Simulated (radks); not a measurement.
The numbers below are computed, except where a source is named.
Isoelectronic series with 4 electrons, all held in the configuration [He] 2s2, which need not be the ground one along the series. Level of theory: scalar-relativistic Kohn-Sham, PBEsol, spin-polarised, spherical densities, finite nucleus; Fermi nuclear charge, rms radius of each element as measured or else 0.836 A^(1/3) + 0.57 fm (a radial shooting solver on a logarithmic mesh with Libxc functionals). Total energies (hartree) and orbital eigenvalues (eV):

| ion | E (hartree) | 2s | 1s |
|---|---|---|---|
| Ag43+ | -2773.40829 | -7010.892 | -29306.95 |
| In45+ | -3026.70604 | -7680.954 | -32015.49 |
| Sb47+ | -3292.34264 | -8385.492 | -34856.56 |
| I49+ | -3570.55288 | -9125.255 | -37832.55 |
| Cs51+ | -3861.5913 | -9901.053 | -40946.05 |
| La53+ | -4165.7284 | -10713.75 | -44199.80 |
| Pr55+ | -4483.2570 | -11564.29 | -47596.79 |
| Pm57+ | -4814.4809 | -12453.66 | -51140.09 |
| Eu59+ | -5159.7188 | -13382.90 | -54832.91 |
| Tb61+ | -5519.4051 | -14353.31 | -58679.76 |
| Ho63+ | -5893.8123 | -15365.94 | -62683.24 |
| Tm65+ | -6283.4591 | -16422.31 | -66848.75 |
